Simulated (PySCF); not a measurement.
A PySCF script (with the pyscf-properties extension) for the NMR shieldings of SMILES C1O[Si@H](/C=C/C2CC2)SC1, C$_{7}$H$_{12}$OSSi, on a GFN2-xTB geometry:

```python
import basis_set_exchange as bse
import numpy as np
from pyscf import gto, dft
from pyscf.prop import nmr

atoms = """
C     1.397041   -0.146581    0.165756
C     0.203757    0.322227   -0.187360
Si   -1.382963   -0.599288    0.127304
O    -2.526491    0.329195    0.830716
C    -3.697749    0.602389    0.117472
C    -4.004212   -0.517372   -0.864831
S    -2.458458   -0.986927   -1.703025
C     2.668343    0.538840   -0.073211
C     3.901767   -0.278603   -0.371875
C     3.776174    0.409487    0.943553
H     1.467872   -1.100225    0.671799
H     0.158808    1.279603   -0.694631
H    -1.270559   -1.825949    0.906563
H    -3.569761    1.548196   -0.421998
H    -4.514489    0.713213    0.837805
H    -4.376788   -1.398575   -0.342847
H    -4.721232   -0.206291   -1.620508
H     2.577124    1.491083   -0.580946
H     3.794721   -1.352206   -0.400254
H     4.599896    0.110087   -1.096949
H     4.384833    1.279151    1.136733
H     3.581954   -0.192069    1.818314
"""
names = dict.fromkeys(["C", "Si", "O", "S", "H"], "pcSseg-1")
basis = {el: gto.basis.parse(bse.get_basis(n, elements=[el], fmt="nwchem")) for el, n in names.items()}
mol = gto.M(atom=atoms, basis=basis, charge=0, verbose=0)
mf = dft.RKS(mol, xc="PBE0")
mf.grids.level = 2
mf.grids.alignment = dft.numint.BLKSIZE   # the property module wants whole blocks of grid points
mf.conv_tol = 1e-9
mf.kernel()

calc = nmr.RKS(mf)   # GIAO
C = mf.mo_coeff
Co = C[:, mf.mo_occ > 0]
resp = mf.gen_response(singlet=True, hermi=2)
def vind(x):   # induced exchange potential for any number of trial vectors
    d = np.einsum("pi,xij,qj->xpq", C, 2 * x.reshape(-1, C.shape[1], Co.shape[1]), Co, optimize=True)
    return np.einsum("xpq,pi,qj->xij", resp(d - d.transpose(0, 2, 1)), C, Co, optimize=True).ravel()
mo1, _ = nmr.rhf.solve_mo1(calc, with_cphf=vind)
sigma = calc.kernel(mo1)
for i, s in enumerate(sigma):   # ppm
    print("%2d %-2s %9.2f" % (i, mol.atom_pure_symbol(i), np.trace(s) / 3))
```

Task: What does it print?

Result: 
```
 0 C      19.63
 1 C      57.63
 2 Si    337.93
 3 O     285.21
 4 C     116.61
 5 C     149.26
 6 S     656.01
 7 C     164.08
 8 C     176.44
 9 C     176.45
10 H      26.00
11 H      25.62
12 H      26.18
13 H      27.86
14 H      27.30
15 H      28.59
16 H      28.95
17 H      30.23
18 H      31.27
19 H      30.84
20 H      30.83
21 H      31.26
```

These numbers come from an equivalent density-fitted implementation of the same equations, which agrees with the script to about 0.01 ppm for H and up to a few tenths of a ppm for heavy atoms, so last digits may differ.

Task: Turn these shieldings into chemical shifts. Chemical shifts δ = σref − σ; ¹³C (186.93 ppm), ²⁹Si (349.16 ppm), ¹H (31.72 ppm) vs TMS; ¹⁷O (336.08 ppm) vs H2O; CS2 for ³³S (503.73 ppm), all at this level.

Result: Averaging equivalent atoms: C 0: 167.3; C 1: 129.3; C 4: 70.3; C 5: 37.7; C 7: 22.8; C 8: 10.5; C 9: 10.5; Si 2: 11.2; O 3: 50.9; S 6: -152; H 11: 6.10; H 10: 5.72; H 12: 5.54; H 14: 4.41; H 13: 3.85; H 15: 3.13; H 16: 2.76; H 17: 1.49; H 20: 0.89; H 19: 0.87; H 21: 0.46; H 18: 0.45 ppm. Experimental scales use liquid or dissolved standards, which lie at an offset from isolated H2O (liquid H2O: subtract about 36 ppm).

Size and cost of the density-fitted run: 244 basis functions, 2.1 min wall time on 1 thread of an Arm Neoverse N1, shared host; peak memory 1.1 GiB.
